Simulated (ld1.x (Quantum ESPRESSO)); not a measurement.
# An all-electron radial function and its pseudo partner (Si)

Columns: radius, all-electron u(r) and pseudo u(r) of the 3s shell (level -10.88 eV) of silicon in the configuration [Ne] 3s2 3p2; LDA (PZ), scalar-relativistic, TM scheme, ld1.x (Quantum ESPRESSO) 7.5.

```json
{"r (bohr)": "0.090", "all-electron": "0.1460", "pseudo": "0.0219"}
{"r (bohr)": "0.180", "all-electron": "-0.0823", "pseudo": "0.0446"}
{"r (bohr)": "0.270", "all-electron": "-0.2681", "pseudo": "0.0690"}
{"r (bohr)": "0.360", "all-electron": "-0.3422", "pseudo": "0.0959"}
{"r (bohr)": "0.450", "all-electron": "-0.3230", "pseudo": "0.1264"}
{"r (bohr)": "0.540", "all-electron": "-0.2429", "pseudo": "0.1614"}
{"r (bohr)": "0.630", "all-electron": "-0.1295", "pseudo": "0.2016"}
{"r (bohr)": "0.720", "all-electron": "-0.0025", "pseudo": "0.2477"}
{"r (bohr)": "0.810", "all-electron": "0.1251", "pseudo": "0.2997"}
{"r (bohr)": "0.900", "all-electron": "0.2453", "pseudo": "0.3570"}
{"r (bohr)": "0.990", "all-electron": "0.3536", "pseudo": "0.4181"}
{"r (bohr)": "1.080", "all-electron": "0.4477", "pseudo": "0.4806"}
{"r (bohr)": "1.170", "all-electron": "0.5271", "pseudo": "0.5412"}
{"r (bohr)": "1.260", "all-electron": "0.5920", "pseudo": "0.5968"}
{"r (bohr)": "1.350", "all-electron": "0.6432", "pseudo": "0.6443"}
{"r (bohr)": "1.440", "all-electron": "0.6819", "pseudo": "0.6820"}
{"r (bohr)": "1.530", "all-electron": "0.7094", "pseudo": "0.7094"}
{"r (bohr)": "1.620", "all-electron": "0.7269", "pseudo": "0.7269"}
{"r (bohr)": "1.710", "all-electron": "0.7358", "pseudo": "0.7358"}
{"r (bohr)": "1.800", "all-electron": "0.7372", "pseudo": "0.7372"}
{"r (bohr)": "1.890", "all-electron": "0.7323", "pseudo": "0.7323"}
{"r (bohr)": "1.980", "all-electron": "0.7222", "pseudo": "0.7222"}
{"r (bohr)": "2.070", "all-electron": "0.7078", "pseudo": "0.7078"}
{"r (bohr)": "2.160", "all-electron": "0.6900", "pseudo": "0.6900"}
{"r (bohr)": "2.250", "all-electron": "0.6695", "pseudo": "0.6695"}
{"r (bohr)": "2.340", "all-electron": "0.6469", "pseudo": "0.6469"}
```

Task: How many radial nodes do the two functions have?

Result: The all-electron 3s function has n − l − 1 = 2; the pseudo-wave has 0, since the states of the same l below it are removed with the core.

Task: At about which radius was the pseudo-wave matched?

Result: 1.70 bohr. The columns agree to 0.0005 from 1.44 bohr on; several derivatives are matched, so the curves merge somewhat inside the radius.

Task: Where does each function peak?

Result: Outermost all-electron maximum near 1.80 bohr, pseudo maximum near 1.80 bohr (to the table’s step).

Task: Is the pseudo-wave norm-conserving?

Result: Yes: the TM scheme keeps the norm inside the radius equal to the all-electron one, which fixes the energy derivative of the logarithmic derivative at the level.
